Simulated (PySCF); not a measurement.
## C₆ coefficients of unlike pairs at CAM-B3LYP

Calculated with PySCF 2.14 from the dipole response of each species, C₆(A,B) = (3/π) ∫ α_A(iu) α_B(iu) du, in atomic units, from isotropic polarisabilities. For ions this is the dispersion term alone; charge-induced terms of lower order in 1/R come first.

```csv
species,configuration,basis,relativity,α (bohr³),C₆ (like pair)
Si²⁺,[Ne] 3s2 (1S),aug-cc-pCVTZ-DK (8s7p5d3f),spin-free X2C,11.43,38.84
S³⁺,[Ne] 3s2 3p1 (2P),aug-cc-pwCVDZ (6s5p3d),none,5.310,14.05
Tc²⁺,[Kr] 4d5 (6S),def2-QZVPPD with the def2 core potential (28 electrons) (7s5p4d4f2g),core potential,8.855,47.63
```

**Question.** Estimate C₆ for Tc²⁺ with S³⁺.

**Answer.** The integral gives 25.54. The combination rule 2 C_A C_B / (C_A α_B/α_A + C_B α_A/α_B) gives 25.75 and the geometric mean 25.87.

No spin-orbit coupling is included.

The other pairs:

```csv
pair,C₆
"Tc²⁺, Si²⁺",39.94
"S³⁺, Si²⁺",22.64
```
